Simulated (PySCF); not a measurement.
BiCl2, SMILES [Cl][Bi][Cl], multiplicity 2. Geometry: B3LYP-D3(BJ)/def2-TZVP. The multiplicity is an assumed one; other spin states were not compared. The isomer is the one that the SMILES or the coordinates give; other isomers of the formula were not compared. The def2 effective core potentials stand for the cores of Bi; spin–orbit coupling is left out.

Computed equilibrium geometry at B3LYP-D3(BJ)/def2-TZVP (PySCF confirms it by a frequency run) as bond lengths and angles, and its point group:
point group C2v.
Atoms: Bi1 Cl2 Cl3. Bond lengths (Å): Bi1–Cl2 2.457, Bi1–Cl3 2.457. Bond angles (°): Cl2–Bi1–Cl3 99.5.
Charge 0, spin multiplicity 2.
